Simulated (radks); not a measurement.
All-electron atom: Ag40+ in [He] 2s2 2p3 (the NIST ground configuration).

Calculated with a radial shooting solver on a logarithmic mesh with Libxc functionals: Dirac Kohn-Sham, exchange-only PBE, spin-unpolarised, spherical densities, finite nucleus; open shells fill j = l - 1/2 first; Fermi nuclear charge, rms radius 4.5454 fm.

Energy parts (hartree):
| part | energy |
|---|---|
| total | -3492.76759 |
| kinetic | 3716.36007 |
| electron-nucleus | -7414.61002 |
| Hartree | 263.99918 |
| exchange | -58.51683 |

Orbitals (lengths in bohr, moments of r in powers of bohr; <r^-3> diverges for s and p1/2; r(90%) holds 90 % of the orbital's charge):
orbital  occ.  eigenvalue (hartree)  <r^-3>     <r^2>  r(90%)      <r>  small-component weight
1s1/2       2             -1044.833       -  0.001301  0.0557  0.03103                2.97e-02
2s1/2       2             -236.4487       -   0.01958   0.198   0.1290                6.78e-03
2p1/2       2             -230.0055       -   0.01434   0.176   0.1085                6.73e-03
2p3/2       1             -222.8279    3870   0.01545   0.182   0.1131                6.49e-03

The highest occupied level is 2p3/2 at -6063.5 eV. For comparison, the ionisation energy in NIST's Atomic Spectra Database is 6170 eV (semi-empirical). In exact Kohn-Sham theory the highest level is minus the ionisation energy, but local and semilocal functionals leave it too shallow, through self-interaction and a potential that decays too fast; potentials with the right tail come closer. The electron density at the nucleus is 1.442e+05 e/bohr^3. The density falls to 0.001 e/bohr^3 at r = 0.47 bohr.

Beside tabulated values, note that spin-unpolarised runs miss the spin-polarisation part of the exchange energy of open shells.
